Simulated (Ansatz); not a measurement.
Z-matrix (Å, degrees):
```
C
O 1 1.2047
N 1 1.3517 2 124.79
H 3 1.0033 1 121.33 2 -180.00
H 3 1.0063 4 119.51 1 -179.99
H 1 1.1041 2 122.57 3 -179.99
```
Charge 0, multiplicity 1.

These are frozen-core CCSD(T)/cc-pVQZ // CAM-B3LYP-D3(BJ)/def2-TZVP run with Ansatz (a quantum-chemistry and plane-wave program) values and carry that method's errors.

The HF energy is -169.01548 Ha. The MP2 correlation energy is -0.64707 Ha.

Task: Estimate the CCSD correlation energy, the (T) correction, the total energy and the T1 diagnostic.

Result: 
```yaml
CCSD correlation energy: -0.65141 Ha
"(T) correction": -0.02855 Ha
CCSD(T) total energy: -169.69544 Ha
T1 diagnostic: 0.015
```
